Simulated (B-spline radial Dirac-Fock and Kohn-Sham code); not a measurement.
## Photoemission from B at 4960 eV, detector at θ = 54.7°, φ = 180°

System: atomic boron in the configuration [He] 2s2 2p1. The computed values come from a radial atomic solver: Dirac-Hartree-Slater photoionisation with a Latter tail; cross sections with all multipoles, angular parameters from the dipole term and its interference with E2. Thresholds are tabulated edges, those marked * orbital energies of the model. For linearly polarised light dσ/dΩ = σ/(4π) [1 + β P₂(cos θ) + (δ + γ cos²θ) sin θ cos φ], with θ from the polarisation vector and φ the angle between the beam and the projection of the electron momentum on the plane normal to the polarisation. The dipole factor is 1 + βP₂ and the non-dipole term is the rest of the bracket. Open shells are filled statistically over j.

Input of the calculation (task.json; shells as n, l, electrons):

```json
{"items": [{
  "Z": 5,
  "q": 0,
  "cfg": [[1, 0, 2], [2, 0, 2], [2, 1, 1]],
  "A": 11,
  "rrms": 2.406,
  "do": "xps",
  "hv": [60, 67.1, 80, 87.8, 99.9, 100, 150, 200, 300, 539.0, 552.0, 651.0, 794.0, 800, 866.0, 1060.0, 1320.0, 1910.0, 1940.0, 2330.0, 2984.4, 3410.0, 3590.0, 4960.0, 5580.0, 5590.0, 5730.0, 6450.0, 8260.0, 12200.0],
  "edges": {"K": 188.0}
}]}
```

Command: `python xray2_run.py task.json out`

```csv
subshell,threshold (eV),σ (kb),β,γ,δ,dipole factor,non-dipole term,dσ/dΩ (kb/sr)
1s,188.0,0.164,2.00,1.60,0.000,1.002,-0.436,0.00737
2s,11.89*,0.00736,2.00,1.61,0.000,1.002,-0.439,0.000330
2p1/2,6.10*,6.54e-06,0.08,0.61,0.263,1.000,-0.380,3.23e-07
2p3/2,6.10*,1.29e-05,0.07,0.59,0.264,1.000,-0.377,6.41e-07
```
